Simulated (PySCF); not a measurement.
## Static response to an electric field

Species: C5HF3N2S.
Structure used (GFN2-xTB), in Å, numbered top down from 1:
```
atom  x, y, z in Å
C1     2.7204    0.3191    0.4484
C2     1.5721    0.5982    0.2269
C3     0.2397    0.9127   -0.0279
S4    -0.3499    2.4721   -0.4589
N5    -1.9011    1.9054   -0.5482
N6    -2.0147    0.6839   -0.2905
C7    -0.8664    0.0666    0.0081
C8    -0.8082   -1.3881    0.3466
F9    -2.0068   -1.9631    0.3682
F10   -0.2483   -1.5945    1.5535
F11   -0.0541   -2.0758   -0.5315
H12    3.7186    0.0628    0.6441
```

Level: B3LYP/def2-SVPD (PySCF), static field, nuclei fixed, core orbitals frozen in the response. The polarisability tensor in these axes (au):

```
x   122.88  -5.09  10.09
y    -5.09  95.50  -9.41
z    10.09  -9.41  60.35
```

Q: Give the principal values, the mean and the anisotropy Δα = √{½[(α1 − α2)² + (α2 − α3)² + (α1 − α3)²]}.

A: Principal values 56.86, 95.96 and 125.90 au; mean 92.91 au = 13.77 Å³ = 15.32 × 10⁻⁴⁰ C²·m²/J; Δα = 59.97 au (65 % of the mean).

Q: What is the dipole moment, and where does it point?

A: (3.69, 1.77, 0.10) D, 4.10 D in size, pointing from the negative to the positive side. Measured along this direction, the outermost atoms are F9 at the negative end and H12 at the positive end.

Q: How large is μ²/3kT at 400 K beside α?

A: In Gaussian units μ²/3kT = 101.31 Å³ against 13.77 Å³, a ratio of 7.36; the Debye molar polarisation (4π/3)N_A(α + μ²/3kT) is 290.3 cm³/mol, leaving out the vibrational part.

Q: What would n − 1 = 2πNα be for an ideal gas of these molecules at 400 K and 1 atm, electronic part alone?

A: N = p/kT = 1.8347 × 10¹⁹ cm⁻³, so n − 1 = 2π × N × 13.77 × 10⁻²⁴ cm³ = 1587 × 10⁻⁶ at long wavelengths.

Q: Find the Langevin capture rate constant for O2+ (31.990 u) meeting this molecule (177.981 u), k = 2.342 × 10⁻⁹ cm³/s × √(α in Å³ / reduced mass in u).

A: The reduced mass is 27.12 u, so k = 1.67 × 10⁻⁹ cm³/s. The formula leaves out the permanent dipole, which adds to the capture rate.

Isolated species at its GFN2-xTB geometry, gas phase.
